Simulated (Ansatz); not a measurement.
`[CH3][Ge][SH]`, charge 0, multiplicity 1.

(1) Give a relaxed structure at PBE0-D4/def2-TZVP (Ansatz 0.2.0). (Best estimate.)

Answers

(1) Computed: 
Cartesian coordinates in Å:
```
C 0.685 0.342 0.829
Ge 0.595 -0.475 -0.990
S -1.632 -0.414 -1.072
H 0.125 -0.258 1.551
H 0.244 1.343 0.817
H 1.722 0.419 1.160
H -1.739 -0.958 -2.296
```
Point group Cs.
